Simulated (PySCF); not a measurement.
Identify the compound

Molecular formula: C7H11Cl. Simulated spectra:

1H NMR (500 MHz, computed): δ 2.36 (m, 1H), 1.95 (m, 2H), 1.74 (m, 2H), 1.22 (m, 2H), 1.21 (m, 2H), 0.98 (m, 2H).

13C{1H} NMR (computed): δ 43.9 (CH), 26.4 (CH2, 2C), 25.3 (CH, 2C), 24.9 (CH2, 2C).

[PySCF: PBE0/pcSseg-1 with gauge-including orbitals; GFN2-xTB geometry; fast rotation and ring inversion assumed for equivalent nuclei; isolated molecule; one computed conformer; non-relativistic]

References, each an isolated molecule treated in the same way: TMS for 1H (σ = 31.72 ppm), 13C (σ = 186.93 ppm).

Which candidate is it?
A. Cl[C@@H]1C[C@@H]2CC[C@H]1C2
B. Cl[C@@H]1[C@H]2CCCC[C@@H]12
C. C[C@@]12C[C@@H]1CC[C@H]2Cl

Answers

B. 

1. Rings plus π bonds: 2 (2 rings in the answer).
2. 4 carbon signals for 7 carbons: some carbons are equivalent by symmetry or fast rotation.
3. Carbon types of the structure: 3 × CH, 4 × CH2, which accounts for all hydrogens.
4. δC 43.9, 25.3: three-membered-ring carbon.
5. δC 26.4, 24.9: sp3 CH2 in a ring; aliphatic region, no heteroatom directly attached.
6. δH 2.36, 1.21: hydrogen on a three-membered-ring carbon.
7. δH 1.95, 1.74, 1.22, 0.98: hydrogen on an sp3 CH2 in a ring; far from electronegative atoms and π systems.

The others: Cl[C@@H]1C[C@@H]2CC[C@H]1C2 would give 7 carbon signals, not 4; C[C@@]12C[C@@H]1CC[C@H]2Cl would give 7 carbon signals, not 4.

Carbons that carry Cl, above all several Cl atoms, come out too deshielded, partly because spin–orbit coupling is missing. Shifts are as computed. Against solution values, carbons near 30 ppm lie about +3 ppm off and those near 130 ppm about +5 ppm; carbons on Cl a further +6 ppm (rms about the fit 2.1 ppm; single classes can miss by 10 ppm). Of 1328 compounds with measured shifts, 309 miss one by over three times the rms of a fit or turn the order of signals round; such compounds aren't used in these exercises. Signals without a measured value on file couldn't be tested in this way; 1H shifts scatter by 0.2 ppm about their fit, and single ones miss by 0.5 ppm. No couplings were computed; multiplicities are counted from neighbouring protons, with m where these are inequivalent, close in shift, in a saturated or five-membered ring or joined by F or P, and br s for small geminal =CH2 splittings.
